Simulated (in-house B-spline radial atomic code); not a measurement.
Results of a calculation; reference values are marked as such.
Two electrons in Si: a parabolic dot with ħω = 0.631 meV in all three directions with an ionised donor at its centre

For Si the NSM archive of the Ioffe Institute lists m_l = 0.98 m0, m_t = 0.19 m0 and ε = 11.7; the model takes one isotropic valley with the conductivity mass 3/(1/m_l + 2/m_t) = 0.26 m0, and so misses anisotropy and the other valleys. All triplets below are those of one valley; with several valleys two electrons can form a triplet in the 1s orbital itself, at an energy set by the valley splitting. Real donors also feel a central-cell potential, which shifts the ground state.

Effective-mass model with parabolic bands, a uniform dielectric constant, no image charges, no central-cell or spin-orbit terms. Two-electron levels come from full CI in B-splines with partial waves to l = 5 (up to 0.001 effective hartree above the limit).

(1) What are the effective units, and what is the potential in them?

In these units the lowest s and p orbitals lie at -0.499777 and -0.122821, and their Coulomb and exchange integrals are J_ss = 0.625355, J_sp = 0.246668 and K_sp = 0.01769. Full CI gives -0.526001 for the ground singlet, -0.469814 for the sp triplet, -0.469422 for the sp singlet and -0.478002 for the lowest triplet of two s orbitals.

(2) What does it cost to add the second electron, to first order and exactly?

(3) How far above the singlet do the triplets lie?

Results:

(1) Ha* = 27211.386 meV × 0.26/11.7² = 51.68 meV and a* = 0.0529177 nm × 11.7/0.26 = 2.381 nm. The frequency is ω = 0.0122 Ha*, with −1/r added.

(2) To first order E = 2ε_s + J_ss = -0.374199, so the charging energy E(2) − 2E(1) is J_ss = 32.32 meV. CI gives -0.526001 − 2 × (-0.499777) = 0.473553, or 24.47 meV: relaxation and correlation lower it by 7.846 meV, 24.3 % of J_ss. The s² configuration of one-electron orbitals holds 61.8 % of the state, and the mean radius is 6.28 nm.

(3) To first order the sp triplet lies at ε_s + ε_p + J_sp − K_sp = -0.393620, which is 1.004 meV below 2ε_s + J_ss, so first order fails: the exact ground state of two electrons is a singlet. CI gives -0.469814 − (-0.526001) = 0.056187, or 2.904 meV, 15 % of the orbital spacing of 19.48 meV. The ss triplet lies 2.481 meV up, so the lower of the two is the ss one, and its gap equals k_BT at 28.8 K. The sp singlet-triplet splitting is 0.02026 meV, against 2K_sp = 1.829 meV.
